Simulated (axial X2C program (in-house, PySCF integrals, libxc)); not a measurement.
## InSi: cheaper levels and CCSD(T), two-component

Calculated with an in-house relativistic program for diatomic molecules. Two-component (2c) means X2C with spin–orbit coupling and atomic mean-field two-electron Coulomb and Gaunt terms. Basis: In dyall-cv3z [11s12p9d4f1g], Si dyall-v3z [8s7p2d1f] (cores contracted in-house); Gaussian nuclei, density fitting, unrestricted open shells. Masses: In 114.904 u, Si 27.977 u.

State: Ω = 3/2 (⟨Sz⟩ = 1.49, ⟨Lz⟩ = 0.01 at HF); fragments In + Si.

```
level  Re (Å)  ωe (cm⁻¹)  De (eV)
 PBE0   2.609      260.2      n/a
   HF   2.694      239.1      n/a
  MP2   2.640      262.1     2.00
 CCSD   2.649      256.8     1.86
  LDA   2.569      268.3      n/a
```

Correlated methods: 7 electrons correlated (number of frozen shells: In 4 s, 3 p, 2 d; Si 2 s, 1 p), 231 virtual spin orbitals or spinors in MP2, 90 natural virtuals in coupled cluster.

CCSD(T), same Hamiltonian and basis:

Re = 2.644 Å, ωe = 259.5 cm⁻¹, De = 1.98 eV; T1 = 0.030 (Lee–Taylor normalisation).

Problem. Give the differences from CCSD(T) in the columns below.

Solution. 

```tsv
level	ΔRe (Å)	Δωe (cm⁻¹)	ΔDe (eV)
PBE0	-0.035	0.7	n/a
HF	0.050	-20.4	n/a
MP2	-0.004	2.6	0.02
CCSD	0.005	-2.7	-0.12
LDA	-0.075	8.8	n/a
```

Occupations by symmetry block were frozen at the best pattern of an incomplete PBE0 search. Dissociation energies refer to the lowest single-determinant-based atoms at the same level and basis. De is not given where an atomic determinant may have missed its ground term or J level, or where the truncated virtual space spoils (T). Density functionals use the spin component along the axis (collinear). Coupled cluster ran in a truncated set of natural virtual spinors; the MP2 energy of the rest was added. (T) has no such correction and the atoms are truncated less, which lowers De at CCSD(T) by a hundredth of an eV or more. In 2c an atomic determinant is not the ground J level, so De misses part of the atomic spin–orbit lowering. This holds for MP2, CCSD, CCSD(T). Other states lie close and PBE0, whose exact exchange favours high spin, may order them wrongly; the determinant shown need not be the ground state. The nearest other 2c determinant of the search, Ω = 1/2, lies 0.32 eV up at the distance of the search. Without a current term, density functionals place determinants with orbital angular momentum somewhat too high. With several unpaired electrons one determinant need not be a pure state. This is the top spin component of a Σ state; components of lower Ω are not single determinants and can lie lower. With the outer-core shells frozen, correlated bond lengths of heavy atoms tend to come out a few hundredths of an ångström too long.
